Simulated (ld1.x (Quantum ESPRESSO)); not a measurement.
S (Z = 16), ultrasoft: configuration errors across variants

ld1.x (Quantum ESPRESSO) 7.5 input, shortened:

```
&input
   title='S', zed=16., rel=2, dft='PBE', iswitch=3,
   config='[Ne] 3s2 3p2.5', rel_dist='average'
 /
 &inputp
   pseudotype=3, tm=.true., lloc=-1, rcloc=1.45,
   nlcc=.true., rcore=1.25,
   which_augfun='PSQ', rmatch_augfun_nc=.true.
 /
4
3S  1  0   2.00   0.00  1.15  1.25  0.0
3S  1  0   0.00  -1.70  1.15  1.25  0.0
3P  2  1   2.50   0.00  1.25  1.70  0.0
3P  2  1   0.00  -1.15  1.25  1.70  0.0
 &test
   configts(1)='3s2 3p2.5'
 /
```

Open shells are filled in proportion to 2j + 1 (rel_dist='average').

All-electron excitation energies from the reference (eV): (1) 3s2 3p4 -21.512; (2) 3s2 3p3 -9.743; (3) 3s2 3p2 12.540; (4) 3s1 3p4 1.135; (5) 3s1 3p5 -11.202; (6) 3s0 3p6 -0.773; (7) 3s2 3p4.3 -23.221.

4 further variants failed, have other tests or too few solved ones, and are left out.

Errors AE − PS in meV (a dash: test not solved or not reliable):

| change | (1) | (2) | (3) | (4) | (5) | (6) | (7) | bound ghosts |
| --- | --- | --- | --- | --- | --- | --- | --- | --- |
| base | +1.3 | +0.3 | +0.4 | +18 | +23 | +71 | +1.5 | none |
| all radii but the core radius scaled by about 1.07 (s 1.34, p 1.82 bohr, rcut 1.24/1.34); local potential all-electron potential smoothed inside 1.56 bohr (lloc = -1) | +1.5 | +0.4 | +0.6 | +13 | +17 | +47 | +1.7 | none |
| all radii but the core radius scaled by about 1.14 (s 1.42, p 1.94 bohr, rcut 1.30/1.42); local potential all-electron potential smoothed inside 1.64 bohr (lloc = -1) | +1.9 | +0.5 | +0.8 | +8.8 | +13 | +31 | +2.0 | none |
| all radii but the core radius scaled by about 1.23 (s 1.54, p 2.08 bohr, rcut 1.40/1.54); local potential all-electron potential smoothed inside 1.78 bohr (lloc = -1) | +2.1 | +0.5 | +1.0 | +1.6 | +6.3 | – | – | none |

Task: Give the same row for: all radii but the core radius scaled by about 1.29 (s 1.62, p 2.20 bohr, rcut 1.48/1.62); local potential all-electron potential smoothed inside 1.88 bohr (lloc = -1).

Result: +2.1, +0.5, +1.0, –, –, –, –; bound ghosts: none.
